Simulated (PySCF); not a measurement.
C₇H₉BO₂S.
Atom-mapped SMILES: `[BH:1]1[O:2][CH2:3][CH2:4][C@H:5]([c:6]2[cH:7][cH:8][cH:9][s:10]2)[O:11]1` (hydrogens: H12 on B1; H13, H14 on C3; H15, H16 on C4; H17 on C5; H18 on C7; H19 on C8; H20 on C9)

The closed-shell ground state was solved at several levels (PySCF, density fitting, gas phase, non-relativistic). Geometry: PBE0-D3(BJ)/def2-SVP, one conformer, isolated molecule.

| level | basis functions | total energy (Eh) | HOMO (eV) | LUMO (eV) | gap (eV) | dipole (D) |
| --- | --- | --- | --- | --- | --- | --- |
| PBE0/pcSseg-1 | 239 | -845.0055 | -6.80 | -0.55 | 6.25 | 2.34 |
| CAM-B3LYP/def2-SVPD | 305 | -845.0970 | -8.04 | 0.43 | 8.47 | 2.28 |

Task: What might PBE/pcSseg-2 (529 basis functions) give for the same quantities?

Result: Total energy -845.2034 Eh, HOMO -5.74 eV, LUMO -1.46 eV, gap 4.28 eV, dipole 2.21 D.

Task: Over all these levels, which gives the widest orbital gap and which the narrowest?

Result: CAM-B3LYP/def2-SVPD (range-separated hybrid) has the widest, 8.47 eV, and PBE/pcSseg-2 (GGA) the narrowest, 4.28 eV. Functional and basis both differ between the two, so the spread mixes both effects.

Task: How far do the dipole and the HOMO energy spread over the levels?

Result: The dipole runs from 2.21 to 2.34 D (mean 2.28 D) and the HOMO from -8.04 to -5.74 eV.
